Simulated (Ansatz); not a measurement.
phosphoric acid (H$_{3}$O$_{4}$P), singlet, at a GFN2-xTB geometry. Base run: B3LYP/6-311G** in Ansatz (a first-principles code).

Input for Ansatz:
Ansatz 0.2 input:
```yaml
crystal:
  periodic: [false, false, false]
  atoms:
    - {symbol: O, position_ang: [0.49639997, 0.07749188, 1.46274063]}
    - {symbol: P, position_ang: [0.07763513, -0.00187854, -0.06678288]}
    - {symbol: O, position_ang: [1.18776102, -0.02874031, -1.02172942]}
    - {symbol: O, position_ang: [-0.88586825, -1.26330432, -0.10643158]}
    - {symbol: O, position_ang: [-0.92691551, 1.21766505, -0.22393643]}
    - {symbol: H, position_ang: [1.27103163, 0.62878945, 1.55130795]}
    - {symbol: H, position_ang: [-0.37287092, -2.04878771, -0.28441190]}
    - {symbol: H, position_ang: [-1.03370548, 1.42327804, -1.15029845]}
basis:
  gaussian:
    orbitals: 6-311G__.json
hamiltonian:
  xc: b3lyp
```
The basis file holds 6-311G** in the JSON format of the Basis Set Exchange.

Variants of this job, named by their change:

```json
[
 {"change": "base", "basis functions": "117", "E (Eh)": "-644.26797"},
 {"change": "basis = pcseg-0", "basis functions": "55", "E (Eh)": "-642.75321"},
 {"change": "basis = 6-31G*", "basis functions": "?", "E (Eh)": "?"},
 {"change": "basis = pcseg-1", "basis functions": "89", "E (Eh)": "-644.09467"},
 {"change": "basis = 6-31G**", "basis functions": "94", "E (Eh)": "-644.14737"},
 {"change": "basis = def2-SVPD", "basis functions": "140", "E (Eh)": "?"},
 {"change": "basis = 6-311++G**", "basis functions": "140", "E (Eh)": "-644.27993"},
 {"change": "basis = aug-pcseg-1", "basis functions": "?", "E (Eh)": "?"},
 {"change": "basis = 6-311+G(2d,p)", "basis functions": "161", "E (Eh)": "-644.31307"},
 {"change": "basis = pcseg-2", "basis functions": "196", "E (Eh)": "-644.36546"},
 {"change": "basis = pc-2", "basis functions": "196", "E (Eh)": "-644.37352"},
 {"change": "basis = cc-pV(T+d)Z", "basis functions": "201", "E (Eh)": "-644.35204"},
 {"change": "basis = aug-cc-pVTZ", "basis functions": "?", "E (Eh)": "?"}
]
```

Fill in the missing entries.


- basis = 6-31G*, basis functions: 85
- basis = 6-31G*, E (Eh): -644.12900
- basis = def2-SVPD, E (Eh): -643.86152
- basis = aug-pcseg-1, basis functions: 146
- basis = aug-pcseg-1, E (Eh): -644.12620
- basis = aug-cc-pVTZ, basis functions: 303
- basis = aug-cc-pVTZ, E (Eh): -644.34253

Totals compare only among sets that treat the same electrons; sets with core potentials leave the core out.
